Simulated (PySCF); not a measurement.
formyl cation (CHO), SMILES [O+]#C, charge +1.

Coordinates come from a r2SCAN-D4/def2-TZVPD optimisation.

Two levels are set side by side: TDDFT-PBE/def2-TZVPD (PySCF) and TDDFT-B3LYP/def2-TZVPD (PySCF). Vertical, same geometry. The lowest singlet is HOMO−1→LUMO+1 50 %, HOMO→LUMO 50 % with PBE and HOMO→LUMO 50 %, HOMO−1→LUMO+1 50 % with the other functional; states are paired by order. Differences are taken from unrounded values.

```
quantity                               TDDFT-PBE
-------------------------------------  ---------
lowest singlet excitation (eV)              9.74
lowest triplet excitation (TDA) (eV)        7.88
first bright state (f over 0.05) (eV)      14.03
its oscillator strength                     0.08
```

Task: These are the TDDFT-PBE values. What does TDDFT-B3LYP give? (The exact figures need the calculation; the answer reports its results.)

Result: 
| quantity | TDDFT-B3LYP | TDDFT-PBE minus TDDFT-B3LYP |
|---|---|---|
| lowest singlet excitation (eV) | 9.48 | 0.26 |
| lowest triplet excitation (TDA) (eV) | 7.75 | 0.13 |
| first bright state (f over 0.05) (eV) | 14.41 | -0.38 |
| its oscillator strength | 0.23 | -0.15 |

Rough cost on one machine, each run with all the roots and properties that it gave: TDDFT-B3LYP against TDDFT-PBE about 2 times.
